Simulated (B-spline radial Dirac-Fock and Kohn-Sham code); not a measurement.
**3d5/2 photoionisation of Co⁺ near threshold**

System: Co⁺ in the configuration [Ar] 3d8. The computed 3d5/2 threshold is 15.79 eV; without correlation, outer thresholds are uncertain by 1 to 2 eV. With an open shell the threshold is an average over the terms of the final ion.

Model: Dirac-Hartree-Slater photoionisation with all multipoles and Dirac-Fock thresholds. Program: a radial atomic solver. Interchannel coupling and autoionising resonances are not included, so magnitudes near threshold are approximate.

```
kinetic energy (eV)  σ (Mb)      β
                1.5    3.86   0.33
                1.9    3.95   0.25
                2.3    4.05   0.17
                2.9    4.17   0.10
                3.7    4.32   0.03
                4.6    4.48  -0.03
                5.7    4.66  -0.07
                7.2    4.86  -0.09
                9.0    5.08  -0.09
               11.2    5.29  -0.07
               14.0    5.50  -0.03
               17.5    5.68   0.03
               21.9    5.81   0.10
               27.4    5.88   0.20
               34.2    5.83   0.30
               42.8    5.61   0.42
               53.5    5.17   0.54
               66.9    4.48   0.66
               83.7    3.59   0.77
              104.7    2.67   0.88
              130.9    1.86   0.98
              163.6    1.24   1.06
              204.6   0.786   1.13
              255.8   0.475   1.18
              319.9   0.275   1.22
              400.0   0.152   1.23
```

The cross section shows no minimum in this range. Its largest value, 5.88 Mb, lies 27 eV above threshold, delayed by the centrifugal barrier of the l+1 channel. β ranges from -0.09 (at 9.0 eV) to 1.23.
